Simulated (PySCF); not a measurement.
Gas-phase reaction: 5 Ge₂H₆ + 2 Si₂H₅ = 4 H₃SiGeH₃ + 2 Ge₃H₈

Energies from PySCF, thermal terms from the rigid-rotor harmonic-oscillator model, ideal gas at 1 bar. † marks an energy on the PBE0/def2-TZVP geometry and frequencies; other levels use their own. MP2 freezes the core. Open shells (unrestricted): Si₂H₅ (multiplicity 2); the rest are closed-shell singlets. Ge: all electrons, no relativistic terms. Si₂H₅: computed as isolated molecules; such fragments, hydroxides, amides, oligomers or adducts are transient or little studied in the gas. MP2 isn't extrapolated to the basis-set limit; its ΔH°(298 K) is -316.4 kJ in def2-SVP and -339.6 kJ in def2-TZVPP. The harmonic model lacks anharmonicity and excited electronic states, which grow with temperature; levels with a mode under 35 cm⁻¹ are left out. Internal rotation in Ge₂H₆, Si₂H₅, H₃SiGeH₃, Ge₃H₈ is treated as a harmonic vibration of one conformer, which makes the entropy rough.

```tsv
level	ΔE electronic, kJ	ΔH°(298 K), kJ	ΔS°(298 K), J/K	ΔG°(800 K), kJ
MP2/def2-TZVPP†	-351	-340	-139	-231
PBE0/def2-QZVP†	-321	-309	-139	-200
PBE0/def2-SVP†	-321	-310	-139	-201
PBE0/def2-TZVP	-323	-312	-139	-202
LDA/def2-TZVP†	-363	-352	-139	-243
ωB97X-V/def2-TZVP†	-352	-340	-139	-231
```
ΔH° is lowest at LDA/def2-TZVP† and highest at PBE0/def2-QZVP†. No reference value is set beside these.
